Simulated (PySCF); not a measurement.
Question: Write a Z-matrix for `C(=C)(C=C)CC(=O)N` as optimised with GFN2-xTB.

Answer: 
Z-matrix in Å and degrees, rows numbered from 1:
```
C 
C   1  1.3279
C   2  1.4573  1  125.64
C   3  1.3342  2  120.52  1  -174.39
C   3  1.5029  2  118.27  1     4.37
C   5  1.5266  3  112.21  2   -69.47
N   6  1.3517  5  113.45  3   -48.25
O   6  1.2088  5  123.66  3   133.83
H   1  1.0762  2  122.85  3     0.41
H   1  1.0769  2  121.10  3   179.70
H   2  1.0832  1  119.60  3  -179.67
H   4  1.0770  3  121.68  2    -0.74
H   4  1.0774  3  122.12  2  -179.87
H   5  1.0922  3  109.86  2   171.02
H   5  1.0904  3  110.77  2    51.30
H   7  1.0049  6  121.06  5     7.49
H   7  1.0061  6  119.10  5   177.71
```

The 5 C–C bonds span 1.328 Å (C1=C2, drawn double) to 1.527 Å (C5–C6, drawn single), a spread of 0.199 Å. Of the pairs four or more bonds apart, C3···H16 is among the closest relative to their van der Waals radii: 2.52 Å, 87 % of the sum of Bondi's values. N7 (amide nitrogen) is almost planar (angles 121.1°, 119.1° and 119.1°, sum 359.3°, 0.05 Å off the plane of its three neighbours).

The geometry is computed with GFN2-xTB (gas phase).

Point group: C1 (no symmetry element, even within 0.4 Å). No frequency check. The numbers are those of one conformer (C1–C2–C3–C4 -174°, C2–C3–C5–C6 -69°, C3–C5–C6–N7 -48°, C5–C6–N7–H 7° and 178°).
